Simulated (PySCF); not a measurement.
## UHF on Co+ (cobalt, charge +1)

Configuration: [Ar] 3d7 4s1, 4s spin antiparallel (an excited configuration). Computed with PySCF 2.14 in x2c-QZVPPall (11s7p5d4f2g, 103 functions), with scalar relativity by spin-free X2C-1e.

- Total energy: -1391.642005 hartree
- One-electron energy: -1918.8838 hartree
- Hartree (Coulomb) energy: 585.7601 hartree
- Exchange energy: -58.5183 hartree
- ⟨S²⟩: 3.0077
- ⟨L²⟩: 12.029
- Sum of ⟨r⟩: 18.31 bohr
- Sum of ⟨r²⟩: 24.89 bohr²
- Langevin diamagnetic susceptibility: -19.7 ×10⁻⁶ cm³/mol

```csv
shell,electrons,mean orbital energy (eV),spread (eV),"rms radius, mean of both spins (bohr)"
1s β,1,-7785.2,0,0.0648
1s α,1,-7785.1,0,0.0648
2s α,1,-974.83,0,0.276
2s β,1,-972.23,0,0.276
2p α,3,-832.55,0,0.249
2p β,3,-829.87,0,0.249
3s α,1,-137.96,0,0.832
3s β,1,-130.59,0,0.832
3p α,3,-95.578,0,0.890
3p β,3,-86.411,0,0.890
3d α,5,-27.771,1.445,1.15
3d β,2,-24.145,0,1.15
4s β,1,-15.159,0,3.00
```

With the s spin flipped the determinant is a mixture of two multiplicities, not a spectroscopic state.

Densities and radii are taken from the X2C orbitals without a picture-change correction, which distorts them close to the nucleus.

Spin-orbit constants ζ (cm⁻¹) from the X2C one-electron operator on these orbitals: bare nucleus, nucleus screened by l(l+1)(2l+1)/3 electrons, and screened by the Breit-Pauli mean field of the electrons.

```json
{"shell": "2p", "bare": "83730", "screened nucleus": "77530", "mean field": "n/a"}
{"shell": "3p", "bare": "10270", "screened nucleus": "9512", "mean field": "n/a"}
{"shell": "3d", "bare": "960.4", "screened nucleus": "604.7", "mean field": "n/a"}
```
